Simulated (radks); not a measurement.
Valence configurations of Pd IV (all share [Kr]). All-electron calculation, Dirac Kohn-Sham, PBE, spin-unpolarised, spherical densities, point nucleus; open shells fill j = l - 1/2 first. Program: a radial shooting solver on a logarithmic mesh with Libxc functionals. Energies are relative to 4d7; eigenvalues in eV.

valence	E (eV)	e(4d3/2)	e(4d5/2)	e(5p1/2)	e(5s1/2)
4d7	0.000	-41.915	-41.341	-	-
4d6.5 5s0.5	5.670	-44.022	-43.430	-	-31.519
4d6.5 5p0.5	9.240	-44.533	-43.939	-24.688	-
4d6 5s1	11.917	-46.162	-45.553	-	-32.474
4d5.5 5s1.5	18.753	-48.331	-47.704	-	-33.434
4d6 5p1	19.259	-47.164	-46.550	-25.724	-
4d5 5s2	26.192	-50.523	-49.878	-	-34.389
4d4.5 5s1.5 5p1	42.147	-53.687	-53.019	-27.983	-35.912
4d4.5 5s0.5 5p2	50.102	-54.620	-53.949	-28.491	-36.471
4d4 5s2 5p1	51.019	-55.898	-	-28.715	-36.828

NIST lists [Kr] 4d7 as the ground configuration; this level of theory agrees among the configurations tried. The energies are those of spherical spin-averaged densities, not of single terms.
